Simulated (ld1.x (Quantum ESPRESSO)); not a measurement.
Te: excitation energies, all-electron against TM

```
Element                 : tellurium (Te)
Generator               : ld1.x (Quantum ESPRESSO) 7.5
Type                    : norm-conserving Troullier–Martins (Kleinman–Bylander form)
Functional              : LDA (PZ)
Relativity              : scalar-relativistic
Frozen core             : [Kr]
Valence charge          : 16
Reference configuration : 4d10 5s2 5p1 (charge +3)
Partial waves           : 5p (bound): rc 1.75 bohr; 4d (bound): rc 1.60 bohr; 5s (bound): rc 1.50 bohr
Local potential         : the s channel
Core correction         : a·sin(br)/r model core inside 1.16 bohr
```

Energies are relative to the spin-unpolarised reference configuration 4d10 5s2 5p1; without spin polarisation the order of configurations can differ from experiment. Spin-polarised rows fill each open shell by Hund’s rule, majority spin first.

Q: Give the all-electron excitation energy and the error of the potential for: 4d10 5s2 5p4; 4d10 5s2 5p3; 4d10 5s2 5p2; 4d10 5s2 5p3.5; 4d10 5s1 5p4; 4d10 5s0 5p6; 4d10 5s1 5p5; 4d10 5s2 5p1 (spin-polarised); 4d10 5s2 5p4 (spin-polarised).

A:

```
        valence configuration  charge  ΔE all-electron (eV)  error AE − PS (meV)
                 4d10 5s2 5p4       0               -55.321                  +45
                 4d10 5s2 5p3      +1               -45.406                  +29
                 4d10 5s2 5p2      +2               -27.232                  +12
               4d10 5s2 5p3.5    +0.5               -51.337                  +37
                 4d10 5s1 5p4      +1               -35.475                  +19
                 4d10 5s0 5p6       0               -36.406                  +16
                 4d10 5s1 5p5       0               -45.969                  +32
4d10 5s2 5p1 (spin-polarised)      +3                -0.204                 +1.2
4d10 5s2 5p4 (spin-polarised)       0               -55.801                  +49
```

Levels in the configuration 4d10 5s1 5p5:

```json
{"level": "4d", "all-electron (eV)": "-43.028", "pseudo (eV)": "-43.311"}
{"level": "5s", "all-electron (eV)": "-16.119", "pseudo (eV)": "-16.143"}
{"level": "5p", "all-electron (eV)": "-6.659", "pseudo (eV)": "-6.669"}
```
